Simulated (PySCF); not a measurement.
Vertical excitation energies

Compound: [AuCl2]- (charge -1 and singlet state).
Geometry (PBE0-D3(BJ)/def2-SVP, Å), atoms numbered from 1 in this order:
```
atom  x, y, z in Å
Au1    0.0007    0.0004    0.0000
Cl2   -0.0184   -0.0228    2.3146
Cl3    0.0176    0.0223   -2.3146
```

Computed, not measured: TDDFT wB97X-D/def2-SVPD, vertical, gas phase, core orbitals frozen in the response, def2 core potentials past Kr in PySCF 2.14.0, density-fitted response routines. Spin–orbit coupling is left out. The geometry's basis has no diffuse functions, a weakness for an anion.

```
state  E (eV)  λ (nm)       f  symmetry  main configurations (H = HOMO, L = LUMO)
   S1    5.07   244.6  0.0000         –                            H-1/H→L (≥84%)
   S2    5.07   244.6  0.0000         –                            H-1/H→L (≥84%)
   S3    5.74   215.8  0.0000         –                               H-2→L (90%)
   S4    5.98   207.2  0.0000         –                H-5→L (86%), H-5→L+4 (13%)
   S5    5.98   207.2  0.0000         –                H-6→L (86%), H-6→L+4 (13%)
   S6    6.43   192.9  0.0000         –        H-1/H→L+2 (≥48%), H-1/H→L+3 (≥26%)
   S7    6.43   192.9  0.0000         –        H-1/H→L+3 (≥48%), H-1/H→L+2 (≥26%)
   S8    6.44   192.5  0.0000         –        H-1/H→L+3 (≥48%), H-1/H→L+2 (≥31%)
   S9    6.54   189.6   0.066        Πu             H-4→L (65%), H-1/H→L+1 (≥23%)
  S10    6.54   189.6   0.066        Πu             H-3→L (65%), H-1/H→L+1 (≥23%)
```

Triplets, Tamm–Dancoff:

| state | E (eV) | λ (nm) | main configurations (H = HOMO, L = LUMO) |
| --- | --- | --- | --- |
| T1 | 4.66 | 266.0 | H-1/H→L (≥78%), H-1/H→L+4 (≥10%) |
| T2 | 4.66 | 266.0 | H-1/H→L (≥78%), H-1/H→L+4 (≥10%) |
| T3 | 5.00 | 248.0 | H-2→L (84%), H-2→L+4 (14%) |

The lowest singlet level (S1/S2) lies at 5.07 eV (245 nm, ultraviolet) and is dark (f under 0.0005). The most intense listed level is S9/S10 at 6.54 eV (190 nm, f = 0.131 summed), 1.47 eV above S1. It is the last of those listed, so stronger ones may follow. S1/S2, S4/S5, S6/S7 and S9/S10 lie within about 0.01 eV of each other in each set; the point group D∞h has degenerate representations, and within a degenerate level the listed configurations can mix freely. For S1 the Löwdin share of gold is 36% in HOMO and 53% in LUMO. Weighted by f, the mean energy of these states is 6.54 eV. The listed states span 1.47 eV, and the widest gap between neighbours is 0.68 eV (S2 to S3). No detachment energy is given for this anion; states above it aren't bound, and a finite basis only mimics them. Symmetry labels in D∞h follow from the direction of the transition dipole and are given only for states with f of 0.002 or more. Orbitals of the list HOMO-3 to LUMO+2 that lie within 0.01 eV of each other are written together with a slash and their weights summed (≥ marks a lower bound); for degenerate orbitals outside that list single weights are arbitrary. Singlets were solved by full linear response, triplets in the Tamm–Dancoff approximation.
